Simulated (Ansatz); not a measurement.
Frontier orbitals of CH$_{6}$BNSi, SMILES `NB1C[SiH2]1`.

The species carries charge 0 and has multiplicity 1. The structure was optimised at the PBE0-D4/def2-TZVP level. It is one conformer, not always the lowest. Basis def2-TZVPP, Ansatz 0.2.0.

```tsv
functional	HOMO (eV)	LUMO (eV)
LC-ωPBE	-8.81	1.81
```

(1) Give HOMO and LUMO (eV) with LDA (SPW92), PBE, revPBE, BLYP, r2SCAN, B97M-V, PBE0, B3LYP, r2SCANh, r2SCAN0, HSE06 (plane-wave form), BHLYP, CAM-B3LYP, ωB97X-V, ωB97M-V, HF. (Best estimate.)

## Answers

(1) Ansatz gave: 
| functional | HOMO | LUMO |
| --- | --- | --- |
| LDA (SPW92) | -5.25 | -1.65 |
| PBE | -5.15 | -1.46 |
| revPBE | -5.10 | -1.38 |
| BLYP | -5.02 | -1.26 |
| r2SCAN | -5.33 | -1.20 |
| B97M-V | -5.38 | -1.22 |
| PBE0 | -6.22 | -0.51 |
| B3LYP | -6.03 | -0.66 |
| r2SCANh | -5.73 | -0.86 |
| r2SCAN0 | -6.34 | -0.37 |
| HSE06 (plane-wave form) | -5.82 | -0.89 |
| BHLYP | -7.19 | 0.61 |
| CAM-B3LYP | -7.51 | 0.70 |
| ωB97X-V | -8.49 | 1.72 |
| ωB97M-V | -8.31 | 1.53 |
| HF | -8.67 | 2.97 |

B3LYP here is the variant with VWN-RPA as its local correlation; programs differ in this. LC-ωPBE has ω = 0.4 bohr⁻¹. Positive LUMOs are unbound and depend on the basis.
